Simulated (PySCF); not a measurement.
Bonds (- single, = double, # triple, : aromatic): F1-C2 1.375 Å, C2-C3 1.535 Å, C3-Si4 1.900 Å, Si4-C5 1.900 Å, C5-C2 1.535 Å. C2 carries H6; C3 carries H7, H8; Si4 carries H9, H10; C5 carries H11, H12. H7, H10, H12 are cis to F1 on the ring; H8, H9, H11 are trans to F1 on the ring.

Geometry: PBE0-D3(BJ)/def2-SVP; GIAO absolute shieldings from PySCF 2.14, gas phase, non-relativistic, averaged over equivalent atoms.

At PBE0/pcSseg-0 (63 basis functions, 4.4 s wall time on 1 thread of an Arm Neoverse V1, shared host):
```tsv
atoms	σ (ppm)
F1	343.4
C2	106.7
C3/C5	172.1
Si4	433.8
H6	27.92
H10	28.38
H9	28.60
H7/H12	30.98
H8/H11	31.04
```

Question: What do these become at B97-2/pcSseg-2?

Answer: 
```
 atoms  σ at B97-2/pcSseg-2  change
    F1                324.7   -18.7
    C2                 93.8   -12.9
 C3/C5                161.4   -10.7
   Si4                409.8   -24.0
    H6                26.40   -1.52
   H10                27.02   -1.36
    H9                27.23   -1.37
H7/H12                29.82   -1.16
H8/H11                29.65   -1.39
```

The largest change is at Si4 (silicon bonded to 2 C, 2 H, in a 4-membered ring). Cost: 285 basis functions, 30 s wall time on 1 thread of an x86-64 server CPU, shared host.
